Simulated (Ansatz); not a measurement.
(H2Ga-mu-PSiH3)2 (Ga2Si4P2H16), relaxed as a singlet with RKS r2SCAN-D4/def2-SVP in Ansatz, starting from the GFN2-xTB geometry. Force threshold 0.03 eV/Å.

Start:

```xyz
24

Ga    1.0774   -0.8468   -0.8651
H     1.4659   -0.3638   -2.2946
H     1.7035   -2.1338   -0.2488
P    -1.3341   -0.9864   -0.7051
Si   -2.3129   -0.2951   -2.6023
Si   -1.9654   -2.8448    0.3818
Ga   -1.0715    0.8552    0.8414
H    -1.6916    2.1406    0.2161
H    -1.4686    0.3836    2.2724
P     1.3403    0.9858    0.6926
Si    1.9848    2.8601   -0.3595
Si    2.2901    0.2728    2.5963
H    -1.2378   -0.1628   -3.5955
H    -2.9507    0.9922   -2.2943
H    -3.2771   -1.3494   -2.9317
H    -2.4688   -2.4098    1.6921
H    -3.0052   -3.4381   -0.4643
H    -0.7650   -3.6849    0.4959
H     2.4802    2.4457   -1.6793
H     0.7910    3.7120   -0.4531
H     3.0317    3.4282    0.4951
H     1.2268    0.2587    3.6108
H     2.8141   -1.0721    2.3188
H     3.3428    1.2529    2.8802
```

Question: Estimate the energy that the relaxation releases and the steps that it takes.

Answer: 0.63 eV, in 20 steps; 2.4 min on 4 threads of Arm Neoverse V2 on a shared host. The force fell under the threshold at step 7, but the optimiser went on and released 0.200 eV more. No frequencies were taken in this run, so the end may be a saddle point.

Question: Does the start keep its bonding?

Answer: By distances, no bond broke or formed. The bond that changes most is Si12–H24, from 1.47 to 1.49 Å (atoms count from 1).

Question: Predict the relaxed structure.

Answer: 
Cartesian coordinates in Å:
```
Ga 1.128 -0.926 -1.059
H 1.410 -0.343 -2.482
H 1.742 -2.243 -0.483
P -1.275 -0.870 -0.615
Si -2.520 -0.331 -2.405
Si -2.094 -2.782 0.232
Ga -1.111 0.916 1.042
H -1.722 2.234 0.465
H -1.399 0.336 2.466
P 1.290 0.859 0.602
Si 2.088 2.789 -0.224
Si 2.517 0.328 2.407
H -1.959 0.932 -2.965
H -3.940 -0.124 -1.996
H -2.450 -1.419 -3.425
H -3.512 -2.586 0.654
H -2.026 -3.869 -0.789
H -1.253 -3.134 1.411
H 3.508 2.617 -0.649
H 1.241 3.145 -1.397
H 2.006 3.862 0.811
H 2.332 1.359 3.470
H 2.036 -0.997 2.890
H 3.962 0.247 2.041
```
Bond lengths (bridged metal pairs left out): 4 × P–Si 2.25 Å; 4 × Ga–P 2.44 Å; 12 × H–Si 1.49 Å; 4 × Ga–H 1.56 Å.
